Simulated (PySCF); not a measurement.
# One molecule, several mistakes: CH6N2Si

All numbers below are calculated, not measured. The program is PySCF 2.14.0, an open-source quantum chemistry code, run on an isolated molecule that a program drew, which may never have been made. The molecule is CH6N2Si (charge 0, singlet), drawn as the SMILES string `NC=[SiH]N`.

Each row is a Hartree-Fock (HF) and frozen-core CCSD(T) single point in the cc-pV(D+d)Z basis, meant for a local HF minimum. Run 1 is clean. Each other run has one planted mistake out of seven kinds, and not every kind appears here: one electron removed, one electron added, multiplicity raised by two, geometry at a saddle point, minimal basis STO-3G, one bond length entered in bohr, all coordinates scaled. The reference is restricted for singlets and unrestricted otherwise, and also for a bond in bohr. Adding or removing an electron swaps singlet and doublet. Electrons count all cores. HOMO and LUMO are orbital energies over both spins, the gradient is its largest component, and the lowest frequency (negative if imaginary) is given only where the gradient is small. Bond lengths are over the 9 bonds as drawn. T1 is the CCSD diagnostic: over 0.02 (restricted) or 0.045 (unrestricted) a single reference is doubtful.

Geometry of the clean run:
```xyz
10
CH6N2Si, angstrom
N     1.6306    1.2386   -1.0752
C     0.7541    0.1854   -0.7798
Si    0.4931   -0.6826    0.6715
N     1.4251   -0.3944    2.0903
H     2.0993    1.5942   -0.2628
H     1.1832    1.9986   -1.5561
H     0.1386   -0.1145   -1.6244
H    -0.3413   -1.8902    0.5974
H     2.1301   -1.0587    2.3529
H     0.9584   -0.0574    2.9118
```

| run | electrons | basis functions | <S^2> | HOMO (eV) | LUMO (eV) | gradient (hartree/bohr) | lowest frequency (cm^-1) | mean bond (Å) | longest bond (Å) | T1 | HF (hartree) | CCSD(T) (hartree) | mistake |
|---|---|---|---|---|---|---|---|---|---|---|---|---|---|
| 1 | 40 | 95 | 0.000 | -6.84 | 3.43 | 2.2e-05 | 144 | 1.2673 | 1.722 | 0.0132 | -439.15420 | -439.79630 | no fault |
| 2 | 39 | 95 | 0.762 | -14.74 | -5.12 | 6.1e-02 | - | 1.2673 | 1.722 | 0.0202 | -438.93804 | -439.54432 | one electron removed |
| 3 | 40 | 95 | 1.222 | -7.59 | 2.60 | 3.8e-02 | - | 1.3665 | 1.895 | 0.0539 | -439.04063 | -439.65800 | ? |
| 4 | 40 | 95 | 2.019 | -5.19 | 1.78 | 1.0e-01 | - | 1.2673 | 1.722 | 0.0191 | -439.09633 | -439.70346 | ? |

**Which mistake was planted in run 3, and what did it cost?**

The mean bond changes by a factor of 1.078 and the longest by 1.100, so the molecule wasn't scaled as a whole. A length L in bohr read as angstrom grows by (1/0.5292 - 1) L = 0.890 L. The 9 bonds together grew by 9 x 0.0992 = 0.893 Å, which gives L = 1.003 Å. That is the length of one of the H-N bonds, 1.003 Å in the clean geometry. So the mistake is: one bond length entered in bohr. Subtracting run 1 and multiplying by 627.51 kcal/mol a hartree, the energy moved by 71.3 kcal/mol in HF and 86.8 kcal/mol in CCSD(T).

**Which mistake was planted in run 4, and what did it cost?**

Electrons, basis and geometry are unchanged, and <S^2> is 2.019, beside S(S+1) = 2.00 for a multiplicity of 3. So the mistake is: multiplicity raised by two. Subtracting run 1 and multiplying by 627.51 kcal/mol a hartree, the energy moved by 36.3 kcal/mol in HF and 58.3 kcal/mol in CCSD(T).

Cautions from the logs. Run 3: T1 is over the limit, so its CCSD(T) energy is less reliable.
